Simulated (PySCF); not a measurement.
Spin states and ions at one geometry of Pb4

PySCF 2.14.0, RKS TPSS, Pb def2-SVP with ECP60; non-relativistic Hamiltonian with scalar-relativistic core potentials where named; density fitting; no spin-orbit coupling; singlets restricted, open shells unrestricted. The geometry is relaxed for charge 0, singlet, vacuum:

```xyz
4

Pb    1.5811    0.0000    0.0000
Pb   -1.5811    0.0000    0.0000
Pb    0.0000    2.5396    0.0000
Pb    0.0000   -2.5396    0.0000
```

Energies count from the relaxed state; an electron taken off or put on is at rest in vacuum. Charges and spins are Mulliken's.

```tsv
state	energy (eV)	spin squared	charge on Pb1 (e)	spin on Pb1 (e)	dipole about the centre of mass (D)
charge 0, singlet, vacuum	0.00	0.00	-0.09	0.00	0.00
charge +1, doublet, vacuum	6.76	0.75	0.10	0.15	0.00
charge -1, doublet, vacuum	-1.50	0.77	-0.18	-0.12	0.00
```

Question: What does the state charge 0, triplet, vacuum give?

Answer: energy (eV) 0.97, spin squared 2.03, charge on Pb1 (e) 0.00, spin on Pb1 (e) 0.05, dipole about the centre of mass (D) 0.00.

With an electron taken off (doublet) the charges change, summed by element, by Pb +1.00 e. The vertical ionisation energy is 6.76 eV, against −ε(HOMO) = 4.62 eV of the relaxed state. The level lies 2.1 eV too high, as is usual for semilocal functionals and global hybrids, which keep a self-interaction error.

With an electron put on (doublet) the charges change, summed by element, by Pb -1.00 e. The vertical electron affinity is 1.50 eV, against −ε(LUMO) = 3.41 eV of the relaxed state. The basis has no diffuse functions, which an added electron needs. The added electron's level lies above zero.

Open shells may have lower solutions than those found. Hard to converge, so the more doubtful: charge +1, doublet, vacuum.

No frequency check is given that shows the relaxed geometry to be a minimum.
